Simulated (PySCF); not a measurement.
Species: C₅H₅O₃ (doublet state).
SMILES with atom numbers: `[O:1]=[C:2]([OH:3])[C@@H:4]1[CH:5][CH:6]=[CH:7][O:8]1` (hydrogens: H9 on O3; H10 on C4; H11 on C5; H12 on C6; H13 on C7)

Structure optimised with GFN2-xTB, isolated species. This method treats the open shell by occupation alone, without spin polarisation.

Question: Give the optimised bond lengths and angles.

Answer: 
```
  bond  length (Å)   order
 O1=C2       1.197  double
 C2–O3       1.338  single
 C2–C4       1.537  single
 C4–C5       1.497  single
 C5–C6       1.381  single
 C6=C7       1.376  double
 C7–O8       1.357  single
 C4–O8       1.411  single
 O3–H9       0.971  single
C4–H10       1.097  single
C5–H11       1.069  single
C6–H12       1.072  single
C7–H13       1.071  single
```

Orders are formal, as drawn. A selection of angles:
```
   angle  degrees
O1–C2–O3    124.0
O1–C2–C4    125.4
O3–C2–C4    110.3
C2–C4–C5    104.5
C2–C4–O8    111.3
C5–C4–O8    105.4
C4–C5–C6    106.5
C5–C6–C7    108.0
C6–C7–O8    112.1
C4–O8–C7    107.7
H9–O3–C2    110.4
```

Torsions: O1–C2–C4–C5 89° (synclinal); C2–C4–C5–C6 -112° (anticlinal); C4–C5–C6–C7 -3° (synperiplanar); C5–C6–C7–O8 0° (synperiplanar); C6–C7–O8–C4 4° (synperiplanar); C2–C4–O8–C7 107° (anticlinal); H9–O3–C2–O1 -1° (synperiplanar).

C5 (carbon bonded to 2 C and H) is planar (angles 129.6°, 123.8° and 106.5°, sum 359.9°, 0.03 Å off the plane of its three neighbours). The C–C distances run from 1.376 Å (C6=C7, drawn double in one of several resonance forms) to 1.537 Å (C2–C4, drawn single), a spread of 0.161 Å. C6 (carbon bonded to 2 C and H) is planar (angles 126.5°, 125.5° and 108.0°, sum 360.0°, 0.01 Å off the plane of its three neighbours). The C–O distances run from 1.197 Å (O1=C2, drawn double) to 1.411 Å (C4–O8, drawn single), a spread of 0.214 Å. C2 (carbon bonded to C and 2 O) is planar (angles 125.4°, 124.0° and 110.3°, sum 359.8°, 0.04 Å off the plane of its three neighbours). The 5-membered ring C4–C5–C6–C7–O8 has internal angles of 105.4° to 112.1° (sum 540°, against 540° for a flat polygon); it is almost planar, 0.02 Å rms from its mean plane, widest ring torsion 6°. C7 (carbon bonded to C, O and H) is planar (angles 131.4°, 116.5° and 112.1°, sum 360.0°, 0.00 Å off the plane of its three neighbours).

Point group: C1 (no symmetry element, even within 0.4 Å). Not checked by GFN2-xTB frequencies. Torsions: O1–C2–O3–H -1°, O1–C2–C4–C5 89°.

One conformer stands for the species.

All values are computed, not measured.
